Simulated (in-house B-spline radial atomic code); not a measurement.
Configurations of the fluorine ion F²⁺, with energies counted from [He] 2s2 2p3. Level of theory: scalar-relativistic (X2C) PBE0, spin-polarised, spherical fractional occupations, exact exchange averaged over the configuration, Fermi nucleus of rms radius 2.8976 fm; calculated with an all-electron radial atomic-structure program (B-spline basis). Shells without spins written out take the highest spin.

Occupations are held fixed; configurations that lie above the ionisation limit could autoionise.

| configuration | E - E(ref) (eV) | highest orbital | its <r> (bohr) |
| --- | --- | --- | --- |
| [He] 2s1 2p3 3s1 | 48.273 | 3s up | 2.665 |
| [He] 2s2 2p2 3d1 | 48.346 | 3d up | 3.134 |
| [He] 2s1 2p3 3p1 | 52.323 | 3p up | 2.897 |

Question: Order these further configurations by energy, lowest first.
A. [He] 2s2 2p2 3s1
B. [He] 2s1 2p3 3d1
C. [He] 2s1 2p4

Answer: C (18.981 eV), A (39.506 eV), B (57.105 eV).
